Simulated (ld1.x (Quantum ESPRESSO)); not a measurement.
# Before and after: TM potential for lithium (Li)

```json
{
 "Element": "lithium (Li)",
 "Generator": "ld1.x (Quantum ESPRESSO) 7.5",
 "Type": "norm-conserving Troullier–Martins (Kleinman–Bylander form)",
 "Functional": "BLYP",
 "Relativity": "scalar-relativistic",
 "Frozen core": "none",
 "Valence charge": "3",
 "Reference configuration": "1s2 2s0 2p1",
 "Partial waves": "1s (bound): rc 0.70 bohr; 2p (bound): rc 4.20 bohr",
 "Local potential": "the p channel",
 "Core correction": "none"
}
```

All-electron outer shells of the reference configuration (BLYP, scalar-relativistic, ld1.x):

```csv
shell,level (eV),outermost node (bohr),outermost maximum (bohr)
1s,-53.48,–,0.36
2s,-3.26,0.83,2.97
2p,-1.43,–,3.67
```

Change: wave 2p (bound): rc 4.20 bohr becomes 2p (bound): rc 2.66 bohr.

Cutoffs: the cutoffs (Ry, on a coarse ladder) from which the occupation-weighted sum of valence levels, in a spherical-Bessel basis at the reference potential, stays within 10 and 1 mRy of its value at 400 Ry; they do not see the model core or the augmentation charge, which bear on the density cutoff. Errors are all-electron minus pseudo energies relative to the spin-unpolarised reference configuration.

**Question.** Predict the effect on cutoff, ghosts and configuration errors.

**Answer.** Of the 4 tests that both files solve, the error grows in 1 and shrinks in 3 by more than 15 % and 0.3 meV (median size 188.1 → 79.4 meV); neither file shows a bound ghost.

```tsv
quantity	base	changed
cutoff, loose	160 Ry	160 Ry
cutoff, tight	over 300 Ry	over 300 Ry
bound ghosts	none	none
error for 1s2 2s1 2p0, meV [ΔE -1.80 eV]	+228	+94
error for 1s2 2s0 2p0, meV [ΔE 3.52 eV]	+14	+0.8
error for 1s2 2s0.5 2p0, meV [ΔE 0.21 eV]	+148	+65
error for 1s1 2s1 2p0, meV [ΔE 66.91 eV]	+380	+517
```
